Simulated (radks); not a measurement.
The mean radii <r> (bohr) of the occupied orbitals of an atom or ion are listed with their occupations. All-electron calculation, Dirac Kohn-Sham, PBEsol, spin-unpolarised, spherical densities, finite nucleus; Fermi nuclear charge, rms radius of each element as measured or else 0.836 A^(1/3) + 0.57 fm. Program: a radial shooting solver on a logarithmic mesh with Libxc functionals.

orbital  occ.      <r>
1s1/2       2  0.05850
2s1/2       2   0.2669
2p1/2       2   0.2336
2p3/2       4   0.2366
3s1/2       2   0.7957
3p1/2       2   0.8243
3p3/2       4   0.8324
3d3/2       4   0.9185

Name the element and its charge. Open shells, if any, fill j = l - 1/2 first.

Answer. Z = 26, iron, charge +4: Fe4+ in [Ar] 3d4. The 1s radius gives Z: for a bare nucleus <r> = (2 gamma + 1)/(2Z) with gamma = sqrt(1 - (Z/c)^2), 0.05699 bohr for Z = 26, and screening makes it slightly larger (0.05850 here). The occupations add up to 22, and the charge is Z minus that.
